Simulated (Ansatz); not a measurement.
**Energy profile**

The step: GaHCl₂O ([OH][Ga]([Cl])[Cl]) + H₂ → GaHCl₂ ([Cl][GaH][Cl]) + H₂O (still joined by a long Ga–O bond); bonds formed: Ga1–H6, O2–H5; bonds broken: H5–H6; bonds weakened to dative contacts: Ga1–O2 (atoms numbered as in the saddle structure below).

```
atom    x (Å)    y (Å)    z (Å)
 Ga1  -0.6063   0.3004   0.0631
  O2   1.2911   0.1659  -0.1468
 Cl3  -1.6834  -0.1794  -1.7112
 Cl4  -1.2902   1.7729   1.4260
  H5   0.7505  -0.8494   0.4911
  H6  -0.0783  -1.2048   0.9151
  H7   1.6165  -0.0057  -1.0373
```

Electronic energies by CCSD(T) at an estimated basis limit (MP2 extrapolated from triple and quadruple zeta, plus CCSD(T) − MP2 in triple zeta), on PBE0-D4/def2-TZVP structures; GaH3Cl2O, closed shell; no counterpoise correction. Program: Ansatz 0.2.0. Basis: def2-TZVPP and def2-QZVPP. Cores are frozen in the correlated methods. Filled d shells of the heavier atoms are correlated. The def2 sets are not built for correlating such inner shells, so the correlated values are less sure here. Extrapolation: Hartree–Fock as exp(−7.88 √X), correlation as X^−2.97.

Task: Give the profile in kJ/mol, counted from the separated reactants. (Judge from chemistry; the value comes from the calculation.)

Result: Computed:
| point | kJ/mol |
| --- | --- |
| separated: GaHCl2O (linked as [OH][Ga]([Cl])[Cl]; Ga1, O2, Cl3, Cl4, H7; singlet) + H2 (H5, H6; singlet) | 0.0 |
| start structure | -6.3 |
| saddle | 97.7 |
| end structure | -46.1 |
| separated: GaHCl2 (linked as [Cl][GaH][Cl]; Ga1, Cl3, Cl4, H6; singlet) + H2O (O2, H5, H7; singlet) | 29.3 |

The T1 diagnostic stays at or below 0.013.

For scale, one of the runs: CCSD(T)/def2-TZVPP, 205 basis functions, launched by `ansatz run in.yaml --threads 4 --pin off --events-out ev --progress --plain --max-ram 9574MiB`. The run took 86 s on 4 CPU threads of an Arm Neoverse V2 (shared host), with 2.6 GiB of host memory at its peak.
